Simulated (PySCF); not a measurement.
MK cations for M along group 15

PBE with double-zeta basis sets in PySCF, for the lowest determinant that a PBE0 search found; no spin–orbit coupling. De refers to high-spin ground-configuration atoms (the charge goes to the atom of lower measured ionisation energy or higher electron affinity, which is not always the lowest computed limit). A positive dipole points towards K; it is taken about the centre of mass and depends on that origin.

```tsv
M	basis	charged atom	state (unpaired electrons)	Re (Å)	ωe (cm⁻¹)	De (eV)	μ (D)
N	6-31G(d,p)	K+	quartet (σ ↑, π ↑↑)	3.111	95.5	0.14	3.37
P	def2-SVP	K+	quartet (σ ↑, π ↑↑)	3.584	80.6	0.19	6.29
As	pcseg-1	K+	quartet (σ ↑, π ↑↑)	3.638	66.0	0.19	9.80
Sb	x2c-SVPall	K+	quartet (σ ↑, π ↑↑)	3.795	66.8	0.25	11.58
Bi	def2-SVP	K+	quartet (σ ↑, π ↑↑)	3.937	56.0	n/a	13.63
```

The shortest bond is that of KN⁺ (3.111 Å), the longest that of KBi⁺ (3.937 Å).

The rows differ in basis set, which adds steps of its own.

Down a group the atoms grow and get heavier, so bonds lengthen and wavenumbers fall; this series shows no clear exception.

Weak bonds: KAs⁺, KN⁺, KP⁺, KSb⁺. Basis-set superposition, not corrected here, can be much of De in a small basis, most of all at correlated wavefunction levels. Spin–orbit coupling is left out, which matters for elements this heavy, above all for dissociation energies. For an ion De counts to the pair picked by the measured ionisation energies or electron affinities, which need not be the lowest pair at this level. States were picked by a PBE0 search and need not be the measured ground states.
